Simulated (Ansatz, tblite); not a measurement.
Forces on (ZnSe)6 prism (Zn6Se6) at its r2SCAN-D4/def2-SVP geometry. Charge 0, multiplicity 1.

The xTB rows come from tblite. Single mean-field runs in def2-TZVP are fitted with def2-universal-jkfit.

GFN1-xTB (tblite), largest force 0.58 eV/Å:

```xyz
12
positions Å, forces eV/Å
Se    0.730   -0.578   -2.833    0.121    0.051   -0.254
Se   -1.033    2.768   -0.402    0.007    0.270   -0.095
Se    2.721    0.719    0.984    0.251    0.136   -0.004
Se    1.033   -2.768    0.402   -0.007   -0.270    0.095
Se   -2.721   -0.719   -0.984   -0.251   -0.136    0.004
Se   -0.730    0.578    2.833   -0.121   -0.051    0.254
Zn    1.934   -0.726   -0.762    0.522   -0.028   -0.263
Zn   -0.924    0.833   -1.817   -0.092    0.307   -0.489
Zn    0.592    1.821    1.088    0.233    0.519    0.134
Zn    0.924   -0.833    1.817    0.092   -0.307    0.489
Zn   -0.592   -1.821   -1.088   -0.233   -0.518   -0.135
Zn   -1.934    0.726    0.762   -0.522    0.028    0.263
```

GFN2-xTB (tblite), largest force 0.59 eV/Å:

```
Se 0.159 -0.090 -0.564
Se -0.182 0.557 -0.094
Se 0.544 0.161 0.173
Se 0.181 -0.557 0.094
Se -0.544 -0.161 -0.173
Se -0.159 0.090 0.564
Zn 0.408 -0.088 -0.183
Zn -0.134 0.208 -0.383
Zn 0.154 0.395 0.168
Zn 0.134 -0.208 0.383
Zn -0.154 -0.395 -0.168
Zn -0.408 0.088 0.183
```

PBE-D4/def2-TZVP (Ansatz), largest force 0.28 eV/Å:

```
Se 0.074 -0.043 -0.264
Se -0.086 0.260 -0.044
Se 0.254 0.075 0.082
Se 0.086 -0.260 0.044
Se -0.254 -0.075 -0.082
Se -0.074 0.043 0.264
Zn 0.182 0.060 -0.115
Zn 0.033 0.141 -0.170
Zn 0.112 0.192 -0.019
Zn -0.033 -0.141 0.170
Zn -0.112 -0.192 0.019
Zn -0.182 -0.060 0.115
```
